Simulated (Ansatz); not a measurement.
A short molecular-dynamics run on the cluster Pd₂O₂.

```yaml
crystal:
  periodic: [false, false, false]
  atoms:
    - {symbol: Pd, position_ang: [-0.367654, 1.107803, -0.033184]}
    - {symbol: Pd, position_ang: [0.367670, -1.107878, 0.033186]}
    - {symbol: O, position_ang: [-1.482511, -0.490934, 0.036064]}
    - {symbol: O, position_ang: [1.482505, 0.490998, -0.036056]}
basis:
  gaussian: {orbitals: def2-SVP}
hamiltonian: {xc: {name: BLYP}}
md: {timestep: 1 fs, n_steps: 15, ensemble: nvt_nose_hoover, temperature: 300, initial_velocities: maxwell_boltzmann, seed: 816}
scf: {omitted_lower_state_checks: [starts]}
```

```sh
$ ansatz run in.yaml --threads 4 --pin off --events-out ev --progress --plain --max-ram 3916MiB
```

```
step  time (fs)  potential energy (eV)  kinetic (eV)  T (K)  conserved (eV)
   0        0.0            -11045.3422        0.0776    300     -11045.2647
   1        1.0            -11045.3416        0.0769    298     -11045.2647
   2        2.0            -11045.3417        0.0771    298     -11045.2647
   3        3.0            -11045.3427        0.0780    302     -11045.2647
   4        4.0            -11045.3446        0.0799    309     -11045.2647
   5        5.0            -11045.3475        0.0828    320     -11045.2647
   6        6.0            -11045.3513        0.0866    335     -11045.2647
   7        7.0            -11045.3560        0.0913    353     -11045.2647
   8        8.0            -11045.3614        0.0967    374     -11045.2647
   9        9.0            -11045.3674        0.1027    397     -11045.2647
  10       10.0            -11045.3737        0.1090    422     -11045.2647
  11       11.0            -11045.3803        0.1155    447     -11045.2647
  12       12.0            -11045.3867        0.1218    471     -11045.2647
  13       13.0            -11045.3928        0.1279    495     -11045.2647
  14       14.0            -11045.3984        0.1334    516     -11045.2648
  15       15.0            -11045.4034        0.1382    535     -11045.2648
```

Velocities are drawn at the set temperature; a run this short doesn't reach equilibrium.

In the def2 sets Pd takes a core potential; there is no spin–orbit coupling. The restricted singlet is unstable towards broken spin symmetry at other levels; at RKS BLYP/def2-SVP this wasn't settled.

Frames (Å, forces in eV/Å):

```xyz
4
time=0.0 fs
Pd   -0.368    1.108   -0.033   -0.729    2.195   -0.066
Pd    0.368   -1.108    0.033    0.729   -2.194    0.066
O    -1.483   -0.491    0.036   -0.779   -0.258    0.019
O     1.483    0.491   -0.036    0.779    0.257   -0.019
4
time=1.0 fs
Pd   -0.367    1.108   -0.033   -0.805    2.186   -0.067
Pd    0.369   -1.109    0.033    0.632   -2.205    0.065
O    -1.487   -0.487    0.034   -0.718   -0.264    0.021
O     1.476    0.491   -0.038    0.891    0.283   -0.019
4
time=2.0 fs
Pd   -0.367    1.108   -0.033   -0.877    2.164   -0.068
Pd    0.370   -1.109    0.034    0.536   -2.203    0.063
O    -1.492   -0.484    0.033   -0.647   -0.264    0.023
O     1.470    0.491   -0.039    0.988    0.304   -0.018
4
time=3.0 fs
Pd   -0.367    1.109   -0.033   -0.945    2.128   -0.068
Pd    0.372   -1.110    0.034    0.441   -2.187    0.061
O    -1.498   -0.481    0.031   -0.565   -0.258    0.025
O     1.465    0.492   -0.041    1.069    0.318   -0.018
4
time=4.0 fs
Pd   -0.367    1.109   -0.032   -1.006    2.079   -0.068
Pd    0.373   -1.112    0.034    0.349   -2.158    0.059
O    -1.503   -0.478    0.029   -0.475   -0.247    0.026
O     1.461    0.492   -0.042    1.132    0.326   -0.017
4
time=5.0 fs
Pd   -0.366    1.110   -0.032   -1.060    2.018   -0.068
Pd    0.374   -1.113    0.034    0.261   -2.115    0.056
O    -1.509   -0.475    0.028   -0.378   -0.230    0.028
O     1.457    0.493   -0.044    1.177    0.327   -0.016
4
time=6.0 fs
Pd   -0.366    1.111   -0.032   -1.104    1.945   -0.067
Pd    0.376   -1.115    0.035    0.178   -2.059    0.052
O    -1.516   -0.472    0.026   -0.275   -0.209    0.029
O     1.454    0.494   -0.045    1.201    0.322   -0.014
4
time=7.0 fs
Pd   -0.367    1.112   -0.032   -1.138    1.861   -0.066
Pd    0.377   -1.116    0.035    0.101   -1.989    0.048
O    -1.522   -0.469    0.025   -0.167   -0.183    0.030
O     1.452    0.495   -0.047    1.205    0.310   -0.012
4
time=8.0 fs
Pd   -0.367    1.114   -0.031   -1.162    1.768   -0.065
Pd    0.379   -1.118    0.035    0.030   -1.907    0.044
O    -1.529   -0.467    0.023   -0.057   -0.154    0.031
O     1.450    0.497   -0.049    1.189    0.293   -0.010
4
time=9.0 fs
Pd   -0.367    1.115   -0.031   -1.174    1.665   -0.064
Pd    0.380   -1.121    0.036   -0.035   -1.813    0.038
O    -1.535   -0.464    0.022    0.054   -0.123    0.033
O     1.449    0.498   -0.050    1.155    0.270   -0.007
4
time=10.0 fs
Pd   -0.368    1.117   -0.031   -1.175    1.556   -0.063
Pd    0.382   -1.123    0.036   -0.092   -1.708    0.032
O    -1.542   -0.462    0.020    0.165   -0.090    0.034
O     1.449    0.500   -0.052    1.102    0.243   -0.003
4
time=11.0 fs
Pd   -0.368    1.119   -0.031   -1.164    1.440   -0.062
Pd    0.383   -1.125    0.036   -0.143   -1.595    0.026
O    -1.548   -0.459    0.019    0.275   -0.056    0.035
O     1.449    0.502   -0.053    1.032    0.211    0.001
4
time=12.0 fs
Pd   -0.369    1.121   -0.031   -1.142    1.319   -0.062
Pd    0.384   -1.128    0.036   -0.188   -1.474    0.019
O    -1.555   -0.457    0.017    0.382   -0.021    0.036
O     1.450    0.504   -0.055    0.948    0.176    0.006
4
time=13.0 fs
Pd   -0.370    1.123   -0.031   -1.111    1.195   -0.061
Pd    0.386   -1.131    0.037   -0.226   -1.347    0.012
O    -1.561   -0.455    0.016    0.484    0.013    0.038
O     1.452    0.506   -0.057    0.852    0.138    0.012
4
time=14.0 fs
Pd   -0.370    1.125   -0.030   -1.069    1.070   -0.061
Pd    0.387   -1.134    0.037   -0.258   -1.215    0.004
O    -1.567   -0.452    0.014    0.582    0.046    0.039
O     1.454    0.508   -0.058    0.745    0.099    0.017
4
time=15.0 fs
Pd   -0.371    1.127   -0.030   -1.020    0.944   -0.061
Pd    0.389   -1.137    0.037   -0.284   -1.080   -0.004
O    -1.572   -0.450    0.013    0.674    0.078    0.041
O     1.456    0.510   -0.060    0.631    0.058    0.024
```

Run time 11 s (4 threads of Intel Xeon 6975P-C on a shared host).
